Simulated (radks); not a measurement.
Polarisability of the caesium ion Cs4+, [Kr] 4d10 5s2 5p3, at imaginary frequency. Calculated with a radial shooting solver on a logarithmic mesh with Libxc functionals: scalar-relativistic Kohn-Sham, LDA (Slater exchange, Perdew-Wang correlation), spin-polarised, spherical densities, finite nucleus; open shells are filled with parallel spins first (spin-orbit coupling, left out, can overturn this in heavy ions); Fermi nuclear charge, rms radius 4.8041 fm. Response by self-consistent Sternheimer equations with the Hartree and adiabatic LDA kernel, the relativistic mass of each level held fixed and spin-orbit coupling left out.

w (hartree),alpha1(iw) (bohr^3)
0.00266,6.857
0.0143,6.856
0.0360,6.846
0.0697,6.815
0.118,6.738
0.186,6.570
0.280,6.243
0.413,5.668
0.605,4.782
0.892,3.638
1.35,2.455
2.12,1.474
3.59,0.7716
6.94,0.3053
17.5,0.07019

Static values: alpha1 = 6.857 bohr^3 (1.016 angstrom^3; uncoupled 11.64). C6 = 35.52, triple-dipole C9 = 172.1 atomic units. One-pole (London) frequency 4 C6 / (3 alpha1^2) = 1.007 hartree, against 1.920 for minus the highest occupied eigenvalue.
